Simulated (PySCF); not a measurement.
# How methods differ on the excitation energy of Sc²⁺

Sc²⁺ [Ar] 3d1 (2D) → Sc²⁺ [Ar] 4p1 (2P), as a difference of total energies. All numbers are calculated (PySCF 2.14, the non-relativistic Hamiltonian (point nucleus), in aug-cc-pwCVTZ). Correlated levels: valence and next inner shell: [Ne] frozen; nothing frozen. The calculations carry no spin-orbit coupling.

```
                                method  excitation energy (eV)
                                   UHF                   7.463
                                   LDA                   7.916
                                   PBE                   7.835
                                  PBE0                   7.907
                                r2SCAN                   8.003
                                revPBE                   7.815
                                  PW91                   7.893
                                M06-2X                   7.667
    MP2 (valence and next inner shell)                   7.691
SCS-MP2 (valence and next inner shell)                   7.700
                   MP2 (all electrons)                   7.701
               SCS-MP2 (all electrons)                   7.703
```

Problem. How much does correlation contribute at MP2 (all electrons)?

Solution. 7.701 − (7.463) = 0.238 eV, measured against UHF.

A first-order spin-orbit estimate (lowest level to lowest level, LS coupling) adds -0.011 eV.
